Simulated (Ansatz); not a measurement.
`[CH3][GaH][SnH3]` and `[CH3][GaH][Cl]` differ in one atom or group.

Ansatz, PBE0-D4/def2-TZVP geometries, multiplicity 1. 

Elements past krypton have def2 core potentials. Scalar relativity is left out up to krypton.

```csv
property,`[CH3][GaH][SnH3]`
HOMO–LUMO gap (B3LYP/def2-TZVPP) / eV,4.81
size of the dipole moment (ωB97M-V/def2-TZVPP) / D,1.44
LUMO energy (PBE0/def2-TZVPP) / eV,-1.88
size of the dipole moment (PBE/def2-TZVPP) / D,1.48
HOMO energy (PBE/def2-TZVPP) / eV,-6.13
LUMO energy (B3LYP/def2-TZVPP) / eV,-2.14
```

Q: What does the change do to each property? (Estimate.)

A: Computed: 
```csv
property,`[CH3][GaH][Cl]`,shift
HOMO–LUMO gap (B3LYP/def2-TZVPP) / eV,6.26,1.45
size of the dipole moment (ωB97M-V/def2-TZVPP) / D,2.53,1.09
LUMO energy (PBE0/def2-TZVPP) / eV,-1.34,0.54
size of the dipole moment (PBE/def2-TZVPP) / D,2.44,0.96
HOMO energy (PBE/def2-TZVPP) / eV,-6.82,-0.69
LUMO energy (B3LYP/def2-TZVPP) / eV,-1.62,0.52
```

With PBE0 the HOMO falls by 0.99 eV and the LUMO rises by 0.54 eV, so the gap widens by about 1.53 eV. PBE moves the HOMO by -0.69 eV and ωB97M-V by -1.20 eV. Dipoles are sizes alone; their direction can turn.

Positive LUMOs are unbound, so they and the gaps depend on the basis.

B3LYP here is the variant with VWN-RPA as its local correlation; programs differ in this.
